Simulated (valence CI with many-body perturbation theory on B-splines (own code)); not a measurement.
## Ag³⁹⁺: electric-dipole lines

Level of theory: valence CI with perturbative core correlation (CI+MBPT): six valence electrons over a frozen Dirac-Fock core [He], radial functions for each j: 9 s, 9 p, 8 d, 6 f, 3 g, 1 h, with the one-electron correlation potential Σ1, the two-electron term Σ2, the three-electron term Σ3, Breit, model QED; selected CI, second order for the rest, scaled by the run's own slope (own B-spline code, finite nucleus).

The last digits are not significant, and no measured levels were compared; by estimate large intervals hold to a few tenths of a per cent, small ones and those within an open d or f shell to about a per cent. Among the levels kept, up to 2200 cm⁻¹ of a level comes from second order outside the variational space, and about a tenth of that is noise between levels of different J, which matters for small intervals.

Lines 1 to 50 of 224 in falling wavelength, among levels below 3700.2 eV, chosen from the strongest by gf and those to the six lowest levels. Wavelengths and rates use the calculated energies. Electric multipoles are in the length gauge with retardation, E1 and E2 with the static RPA response of the core. Weak lines are less certain than strong ones. Lines between different terms over intervals too small for the method are left out, as are lines whose strength nearly cancels. The highest levels of a list are the least certain.

Levels are named by their leading jj configuration (3d3/2^4 stands for four electrons in 3d with j = 3/2), which in mixed levels can hold well under half, so a name can repeat and another be missing. Letters in brackets count levels of one name in rising energy.

| λ vac (Å) | Upper | Lower | A (s⁻¹) | S (a.u.) |
| --- | --- | --- | --- | --- |
| 229.2 | (2s 2p1/2^2 2p3/2^3) J=1 | (2s^2 2p3/2^4) J=0 | 2.36e+07 | 4.21e-04 |
| 210.8 | (2s^2 2p1/2 2p3/2^2 3p1/2) J=3 | (2s^2 2p1/2 2p3/2^2 3s) J=2 [b] | 2.84e+09 | 9.19e-02 |
| 210.6 | (2s^2 2p1/2^2 2p3/2 3p1/2) J=2 | (2s^2 2p1/2^2 2p3/2 3s) J=1 | 2.51e+09 | 5.77e-02 |
| 208.3 | (2s^2 2p1/2 2p3/2^2 3p1/2) J=1 [b] | (2s^2 2p1/2 2p3/2^2 3s) J=1 [b] | 3.26e+09 | 4.36e-02 |
| 200.6 | (2s^2 2p1/2 2p3/2^2 3p1/2) J=2 [a] | (2s^2 2p1/2 2p3/2^2 3s) J=1 [a] | 2.48e+09 | 4.94e-02 |
| 199.7 | (2s^2 2p1/2 2p3/2^2 3p1/2) J=1 [a] | (2s^2 2p1/2 2p3/2^2 3s) J=2 [a] | 5.44e+09 | 6.42e-02 |
| 196.6 | (2s^2 2p1/2^2 2p3/2 3p1/2) J=1 | (2s^2 2p1/2^2 2p3/2 3s) J=2 | 5.63e+09 | 6.34e-02 |
| 192.9 | (2s^2 2p1/2 2p3/2^2 3p1/2) J=3 | (2s^2 2p1/2 2p3/2^2 3s) J=3 | 3.36e+09 | 8.32e-02 |
| 191.3 | (2s^2 2p1/2^2 2p3/2 3p1/2) J=2 | (2s^2 2p1/2^2 2p3/2 3s) J=2 | 4.45e+09 | 7.70e-02 |
| 180.7 | (2s^2 2p1/2 2p3/2^2 3p1/2) J=2 [a] | (2s^2 2p1/2 2p3/2^2 3s) J=2 [a] | 4.13e+09 | 6.02e-02 |
| 167.6 | (2s^2 2p1/2 2p3/2^2 3d3/2) J=4 | (2s^2 2p1/2 2p3/2^2 3p3/2) J=4 | 1.72e+09 | 3.59e-02 |
| 165.7 | (2s^2 2p1/2^2 2p3/2 3d3/2) J=3 | (2s^2 2p1/2^2 2p3/2 3p3/2) J=3 | 2.14e+09 | 3.37e-02 |
| 165.4 | (2s^2 2p1/2 2p3/2^2 3d3/2) J=2 [c] | (2s^2 2p1/2 2p3/2^2 3p3/2) J=2 [b] | 2.06e+09 | 2.30e-02 |
| 159.9 | (2s^2 2p1/2^2 2p3/2 3d5/2) J=2 | (2s^2 2p1/2^2 2p3/2 3p3/2) J=2 | 4.18e+09 | 4.22e-02 |
| 159.6 | (2s^2 2p1/2 2p3/2^2 3p1/2) J=2 [b] | (2s^2 2p1/2 2p3/2^2 3s) J=2 [b] | 2.38e+09 | 2.39e-02 |
| 158.9 | (2s^2 2p1/2 2p3/2^2 3d5/2) J=2 [a] | (2s^2 2p1/2 2p3/2^2 3p3/2) J=1 [b] | 3.12e+09 | 3.09e-02 |
| 155.2 | (2s^2 2p1/2^2 2p3/2 3d5/2) J=1 | (2s^2 2p1/2^2 2p3/2 3p3/2) J=0 | 6.30e+09 | 3.48e-02 |
| 153.9 | (2s^2 2p1/2 2p3/2^2 3d3/2) J=3 [a] | (2s^2 2p1/2 2p3/2^2 3p3/2) J=3 [a] | 2.44e+09 | 3.08e-02 |
| 149.8 | (2s^2 2p1/2 2p3/2^2 3d5/2) J=3 [b] | (2s^2 2p1/2 2p3/2^2 3p3/2) J=2 [b] | 8.70e+09 | 1.01e-01 |
| 149.1 | (2s^2 2p1/2 2p3/2^2 3p1/2) J=2 [b] | (2s^2 2p1/2 2p3/2^2 3s) J=3 | 1.07e+10 | 8.72e-02 |
| 149.0 | (2s^2 2p1/2 2p3/2^2 3d5/2) J=1 [a] | (2s^2 2p1/2 2p3/2^2 3p3/2) J=1 [a] | 5.83e+09 | 2.86e-02 |
| 146.6 | (2s^2 2p1/2 2p3/2^2 3d5/2) J=4 [b] | (2s^2 2p1/2 2p3/2^2 3p3/2) J=4 | 2.74e+09 | 3.84e-02 |
| 144.4 | (2s^2 2p1/2^2 2p3/2 3d5/2) J=4 | (2s^2 2p1/2^2 2p3/2 3p3/2) J=3 | 1.57e+10 | 2.09e-01 |
| 144.0 | (2s^2 2p1/2 2p3/2^2 3d5/2) J=5 | (2s^2 2p1/2 2p3/2^2 3p3/2) J=4 | 1.57e+10 | 2.55e-01 |
| 143.9 | (2s^2 2p1/2 2p3/2^2 3d5/2) J=4 [b] | (2s^2 2p1/2 2p3/2^2 3p3/2) J=3 [b] | 1.24e+10 | 1.64e-01 |
| 143.7 | (2s^2 2p1/2 2p3/2^2 3d5/2) J=3 [a] | (2s^2 2p1/2 2p3/2^2 3p3/2) J=2 [a] | 1.20e+10 | 1.23e-01 |
| 143.5 | (2s^2 2p1/2 2p3/2^2 3d5/2) J=4 [a] | (2s^2 2p1/2 2p3/2^2 3p3/2) J=3 [a] | 1.52e+10 | 2.00e-01 |
| 142.3 | (2s^2 2p1/2 2p3/2^2 3d5/2) J=2 [b] | (2s^2 2p1/2 2p3/2^2 3p3/2) J=2 [b] | 3.28e+09 | 2.33e-02 |
| 142.0 | (2s^2 2p1/2 2p3/2^2 3d5/2) J=1 [b] | (2s^2 2p1/2 2p3/2^2 3p3/2) J=1 [b] | 4.65e+09 | 1.97e-02 |
| 141.4 | (2s^2 2p1/2 2p3/2^2 3p1/2) J=0 | (2s^2 2p1/2 2p3/2^2 3s) J=1 [b] | 1.83e+10 | 2.55e-02 |
| 139.7 | (2s^2 2p1/2^2 2p3/2 3d5/2) J=3 | (2s^2 2p1/2^2 2p3/2 3p3/2) J=2 | 1.48e+10 | 1.40e-01 |
| 133.9 | (2s^2 2p1/2^2 2p3/2 3d5/2) J=2 | (2s^2 2p1/2^2 2p3/2 3p3/2) J=1 | 1.10e+10 | 6.51e-02 |
| 127.9 | (2s^2 2p1/2 2p3/2^2 3d5/2) J=1 [a] | (2s^2 2p1/2 2p3/2^2 3p3/2) J=0 | 6.01e+09 | 1.86e-02 |
| 118.3 | (2s^2 2p1/2 2p3/2^2 3p3/2) J=1 [a] | (2s^2 2p1/2 2p3/2^2 3s) J=2 [b] | 1.45e+10 | 3.56e-02 |
| 115.7 | (2s^2 2p1/2 2p3/2^2 3d5/2) J=3 [b] | (2s^2 2p1/2 2p3/2^2 3p3/2) J=3 [b] | 8.95e+09 | 4.79e-02 |
| 115.1 | (2s^2 2p1/2 2p3/2^2 3p3/2) J=0 | (2s^2 2p1/2 2p3/2^2 3s) J=1 [a] | 3.22e+10 | 2.43e-02 |
| 114.9 | (2s^2 2p1/2 2p3/2^2 3p3/2) J=2 [a] | (2s^2 2p1/2 2p3/2^2 3s) J=1 [a] | 1.80e+10 | 6.73e-02 |
| 114.6 | (2s^2 2p1/2 2p3/2^2 3p3/2) J=3 [b] | (2s^2 2p1/2 2p3/2^2 3s) J=2 [b] | 1.74e+10 | 9.07e-02 |
| 113.9 | (2s^2 2p1/2^2 2p3/2 3p3/2) J=1 | (2s^2 2p1/2^2 2p3/2 3s) J=1 | 2.89e+10 | 6.34e-02 |
| 113.6 | (2s^2 2p1/2^2 2p3/2 3d5/2) J=1 | (2s^2 2p1/2^2 2p3/2 3p3/2) J=1 | 1.28e+10 | 2.78e-02 |
| 113.0 | (2s^2 2p1/2 2p3/2^2 3d5/2) J=2 [a] | (2s^2 2p1/2 2p3/2^2 3p3/2) J=2 [a] | 4.27e+09 | 1.52e-02 |
| 111.9 | (2s^2 2p1/2 2p3/2^2 3p3/2) J=2 [b] | (2s^2 2p1/2 2p3/2^2 3s) J=1 [b] | 8.35e+09 | 2.89e-02 |
| 110.9 | (2s^2 2p1/2 2p3/2^2 3d3/2) J=3 [a] | (2s^2 2p1/2 2p3/2^2 3p1/2) J=3 | 3.13e+09 | 1.48e-02 |
| 109.3 | (2s^2 2p1/2 2p3/2^2 3d3/2) J=2 [b] | (2s^2 2p1/2 2p3/2^2 3p1/2) J=2 [b] | 8.49e+09 | 2.74e-02 |
| 109.3 | (2s^2 2p1/2 2p3/2^2 3d3/2) J=3 [b] | (2s^2 2p1/2 2p3/2^2 3p1/2) J=2 [b] | 1.23e+10 | 5.54e-02 |
| 109.3 | (2s^2 2p1/2 2p3/2^2 3p3/2) J=3 [a] | (2s^2 2p1/2 2p3/2^2 3s) J=2 [a] | 3.94e+10 | 1.78e-01 |
| 109.1 | (2s^2 2p1/2 2p3/2^2 3p3/2) J=3 [b] | (2s^2 2p1/2 2p3/2^2 3s) J=3 | 1.83e+10 | 8.21e-02 |
| 108.2 | (2s^2 2p1/2^2 2p3/2 3p3/2) J=3 | (2s^2 2p1/2^2 2p3/2 3s) J=2 | 4.43e+10 | 1.94e-01 |
| 108.1 | (2s^2 2p1/2 2p3/2^2 3p3/2) J=2 [a] | (2s^2 2p1/2 2p3/2^2 3s) J=2 [a] | 1.81e+10 | 5.64e-02 |
| 108.0 | (2s^2 2p1/2^2 2p3/2 3p3/2) J=1 | (2s^2 2p1/2^2 2p3/2 3s) J=2 | 8.97e+09 | 1.67e-02 |
